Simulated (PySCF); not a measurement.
Rigid-rotor lines calculated for a species of formula C5H11BOS2 (commonest isotopes; PBE0-D3(BJ)/def2-SVP geometry optimisation, gas phase in PySCF 2.14.0), labelled J(Ka,Kc):

```csv
transition,MHz
"2(1,1) ← 1(1,0)",2561.7
"2(1,2) ← 1(1,1)",2317.1
"2(0,2) ← 1(0,1)",2433.6
"1(0,1) ← 0(0,0)",1219.7
"1(1,1) ← 0(0,0)",3099.5
```

Find the rotational constants.

1(0,1) ← 0(0,0) is B + C, 2(1,1) ← 1(1,0) is 3B + C and 2(1,2) ← 1(1,1) is B + 3C, so B − C is half the difference of the last two, 122.3 MHz. 1(1,1) ← 0(0,0) is A + C. A = 2550.8, B = 671.0, C = 548.7 MHz.

What moments of inertia, asymmetry and inertial defect follow?

I = 505379 MHz·u·Å² over each constant: Ia = 198.13, Ib = 753.17, Ic = 921.07 u·Å²; κ = (2B − A − C)/(A − C) = -0.878 (asymmetric top); Δ = Ic − Ia − Ib = -30.23 u·Å².

Which dipole components do these lines need?

μa and μb (a-type: ΔKa even, ΔKc odd; b-type: both odd). The calculation gives |μa| = 2.39 D, |μb| = 1.08 D, |μc| = 0.84 D.

Where do these fall, and of which type are they? 2(1,2) ← 1(0,1); 2(2,1) ← 2(1,2); 2(2,0) ← 2(1,1); 2(2,1) ← 2(1,1); 2(1,1) ← 2(0,2); 2(2,0) ← 1(1,0); 2(2,1) ← 1(1,0); 1(1,0) ← 1(0,1); 2(0,2) ← 1(1,1); 2(2,0) ← 1(1,1); 2(2,1) ← 1(1,1); 1(1,1) ← 1(0,1); 2(1,1) ← 1(0,1).

| transition | MHz | type | branch |
| --- | --- | --- | --- |
| 2(0,2) ← 1(1,1) | 554 | b | R |
| 1(1,1) ← 1(0,1) | 1880 | c | Q |
| 1(1,0) ← 1(0,1) | 2002 | b | Q |
| 2(1,1) ← 2(0,2) | 2130 | b | Q |
| 2(1,2) ← 1(0,1) | 4197 | b | R |
| 2(1,1) ← 1(0,1) | 4564 | c | R |
| 2(2,1) ← 2(1,1) | 5639 | c | Q |
| 2(2,0) ← 2(1,1) | 5645 | b | Q |
| 2(2,1) ← 2(1,2) | 6006 | b | Q |
| 2(2,1) ← 1(1,0) | 8201 | b | R |
| 2(2,0) ← 1(1,0) | 8207 | c | R |
| 2(2,1) ← 1(1,1) | 8323 | c | R |
| 2(2,0) ← 1(1,1) | 8329 | b | R |

Which structure gave them?

`CC(C)O[C@H]1CSBS1`, point group C1. Three constants can't fix a structure by themselves; this is the one that was computed:
```xyz
20
C5H11BOS2 angstrom
C     -2.049    0.979    0.322
C     -1.347   -0.367    0.303
C     -2.218   -1.473   -0.258
O     -0.175   -0.319   -0.508
C      1.017   -0.038    0.104
C      2.143   -0.555   -0.769
S      3.746    0.116   -0.232
B      3.089    1.679    0.345
S      1.313    1.798    0.407
H     -2.334    1.272   -0.700
H     -2.959    0.927    0.937
H     -1.403    1.766    0.737
H     -1.040   -0.634    1.333
H     -1.690   -2.437   -0.227
H     -3.152   -1.565    0.316
H     -2.473   -1.255   -1.306
H      1.067   -0.491    1.114
H      1.950   -0.250   -1.809
H      2.178   -1.653   -0.727
H      3.811    2.581    0.672
```

The values belong to one conformer (point group C1) with, in the numbering `[CH3:1][CH:2]([CH3:3])[O:4][C@H:5]1[CH2:6][S:7][BH:8][S:9]1`, C1–C2–O4–C5 93°, C2–O4–C5–C6 158°, O4–C5–C6–S7 167°, C5–C6–S7–B8 -32°, C6–S7–B8–S9 9°, S7–B8–S9–C5 10°. Stationary, but not proved a minimum. Constants of a rigid frame at the computed geometry: no zero-point averaging, no centrifugal distortion. A rigid rotor knows nothing of internal rotation, which can split or shift real lines. Quadrupole hyperfine structure (11B) is left out.

Hardware: one thread of an Arm Neoverse N1, no GPU, shared host with 64 logical CPUs at a one-minute load of 59. Cost: 3.3 min of wall time, 0.96 GiB resident at most. That covers the optimisation of the geometry.
